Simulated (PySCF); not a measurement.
Worked example: dipole moment from atomic charges

Zn(Br)(SH) (BrHSZn), SMILES [Br][Zn][SH]. Atoms are numbered in the order given.

```xyz
4

Zn    -0.0206     0.5038     0.0000
Br     0.0094    -1.7327     0.0000
S     -0.0624     2.6735     0.0000
H      1.2883     2.7546     0.0000
```

Geometry: PBE0-D3(BJ)/def2-SVP. Other conformers were not sampled.

Charges (e) from PBE/def2-TZVPD in PySCF:

| atom | IAO | ESP fit |
|---|---|---|
| Zn1 | 1.218 | 0.474 |
| Br2 | -0.650 | -0.272 |
| S3 | -0.679 | -0.332 |
| H4 | 0.111 | 0.130 |

The dipole moment of the full density is 0.94 D.

Q: What dipole moment does each set of point charges give, and which comes closer to that of the density?

A: 
μ = Σ q r, and 1 e Å = 4.8032 D.
IAO: Σ q r = (0.154, 0.230, 0.000) e Å, |μ| = 1.33 D.
ESP fit: Σ q r = (0.176, 0.181, 0.000) e Å, |μ| = 1.21 D.
ESP fit comes closer in size. Point charges leave out the atoms' own dipoles (lone pairs, polarised bonds); fits to the potential absorb them, partitions of the density don't.
